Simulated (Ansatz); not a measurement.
C3H7BO can be A, `CC1CB1O`, or B, `B/C=C/CO`.

Gas-phase electronic energies from Ansatz, PBE0-D4/def2-TZVP geometries. CBS: MP2 limit from def2 TZ/QZ plus the TZ coupled-cluster correction, frozen cores. Functionals use def2-TZVPP. B3LYP here is the variant with VWN-RPA as its local correlation; programs differ in this. One conformer a species, not always the lowest.

Question: Which isomer does CCSD(T)/CBS put lower? Give the gap. (Estimate.)

Answer: Ansatz gave: A, by 35.2 kcal/mol.

Question: Give E(B) − E(A) in kcal/mol with HF/def2-TZVPP, ωB97M-V, LDA (SPW92), B3LYP, r2SCAN-D4, B2PLYP, CCSD(T)/def2-SVP. (Estimate.)

Answer: Computed: HF/def2-TZVPP 28.4, ωB97M-V 37.6, LDA (SPW92) 43.9, B3LYP 33.7, r2SCAN-D4 38.3, B2PLYP 34.7, CCSD(T)/def2-SVP 38.0. None reverses the order clearly.

Question: Does the order hold for the free energy at 298.15 K (harmonic terms from PBE0-D4)? (An estimate is asked.)

Answer: Ansatz gave: Yes: G(B) − G(A) = +32.7 kcal/mol, for one conformer each.

Largest T1 diagnostic: 0.011.

At CCSD(T), def2-SVP lies +2.8 kcal/mol from the extrapolated value and def2-TZVPP −0.3 kcal/mol. From BLYP to BHLYP (50 % exact exchange), in def2-TZVPP and without D4, E(B) − E(A) moves by +1.8 kcal/mol.
